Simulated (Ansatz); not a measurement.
A nudged elastic band was laid between two geometries of AlH10OPSi3 (16 atoms, charge 0, multiplicity 1).

These are results of RKS PBE0-D4/STO-3G (Ansatz 0.2.0), not measurements.

```
movable images  : 7
climbing image  : yes
spring          : 5.0 eV/Å²
optimiser       : quadratic models (default)
start path      : through a guess of the saddle point
force threshold : 0.03 eV/Å
iteration limit : 52
end points      : relaxed
```

Image 0:

```xyz
16
Properties=species:S:1:pos:R:3
O 2.251 -0.956 1.487
Si 0.812 -0.589 0.575
Si -1.013 -0.813 1.905
P 0.830 -2.196 -0.965
Al 0.827 1.490 -0.416
Si -0.571 1.983 -2.163
H 2.307 -0.194 2.161
H -1.198 -2.161 2.390
H -0.949 0.055 3.060
H -2.211 -0.449 1.182
H -0.469 -1.885 -1.408
H 0.342 -3.193 -0.104
H 1.749 2.553 0.117
H -1.402 3.137 -1.900
H 0.152 2.286 -3.379
H -1.479 0.910 -2.500
```

Image 8:

```xyz
16
Properties=species:S:1:pos:R:3
O 2.006 -0.410 0.608
Si 0.356 -0.777 0.179
Si -0.907 -0.902 2.060
P 0.574 -2.801 -0.725
Al -0.565 0.702 -1.327
Si 0.350 2.770 -1.699
H 1.953 0.537 0.978
H -0.417 -1.877 3.006
H -0.974 0.367 2.749
H -2.268 -1.267 1.736
H -0.809 -3.055 -0.677
H 0.778 -3.453 0.503
H -1.826 0.299 -2.042
H -0.085 3.405 -2.922
H 0.017 3.692 -0.634
H 1.795 2.748 -1.750
```

Which bonds break or form, and what moves?

No bond is made or broken. The dihedral Si3–Si2–Al5–Si6 goes from -75 to 106°.

What energy profile does the band end with?

The run converged. The highest image is number 4 of 0 to 8, 0.059 eV above the first end and 0.047 eV above the last; the last end lies 0.013 eV above the first. A vibrational analysis at the climbing image gives no mode beyond 40i cm⁻¹: the surface is too flat there to confirm a saddle point. Limits of this set-up: minimal basis.

| image | path coordinate (Å) | energy (eV) | dihedral Si3–Si2–Al5–Si6 (°) |
| --- | --- | --- | --- |
| 0 | 0.00 | 0.000 | -75 |
| 1 | 1.38 | 0.007 | -96 |
| 2 | 2.77 | 0.026 | -120 |
| 3 | 4.15 | 0.048 | -144 |
| 4 | 5.53 | 0.059 | -168 |
| 5 | 6.82 | 0.054 | 171 |
| 6 | 8.11 | 0.038 | 149 |
| 7 | 9.40 | 0.020 | 127 |
| 8 | 10.69 | 0.013 | 106 |

What is the geometry of the highest image?


```xyz
16
Properties=species:S:1:pos:R:3
O 2.117 -0.759 0.557
Si 0.383 -0.568 0.450
Si -0.545 -0.997 2.472
P -0.148 -2.164 -1.009
Al -0.219 1.503 -0.382
Si 0.172 2.119 -2.554
H 2.377 -0.132 1.317
H -0.300 -2.346 2.927
H -0.048 -0.104 3.494
H -1.978 -0.819 2.423
H -1.528 -1.904 -0.900
H -0.227 -3.187 -0.048
H -0.888 2.482 0.544
H -0.987 2.716 -3.181
H 1.223 3.108 -2.651
H 0.573 1.029 -3.414
```

Time of the run: 11 min on 1 thread of Intel(R) Xeon(R) Platinum 8375C CPU @ 2.90GHz (Ice Lake) (shared host), peak memory 0.19 GiB.
